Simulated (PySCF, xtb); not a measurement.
Si(H)(Me)(SH)2 (CH₆S₂Si), SMILES C[SiH](S)S.

Geometry: B3LYP-D3(BJ)/def2-SVP. One conformer was computed; it need not be the lowest.

Computed with C-PCM-PBE0/def2-SVP (PySCF).

The values are the electrostatic part of the solvation free energy, E(continuum) − E(gas) at the gas-phase geometry, in a cavity of scaled van der Waals radii (PySCF's table); cavitation and dispersion terms are not included. In vacuum the orbital gap is 7.77 eV. The dipole moment in vacuum is 1.80 D.

```csv
solvent,ε,ΔG(elec) (kcal/mol),dipole (D),gap (eV)
water,78.36,-4.5,2.48,7.99
ethanol,24.85,-4.4,2.45,7.98
toluene,2.37,-2.5,2.15,7.90
```

For comparison, GFN2-xTB/ALPB(water) (xtb, at the GFN2-xTB geometry, all terms of that model) gives -1.4 kcal/mol.
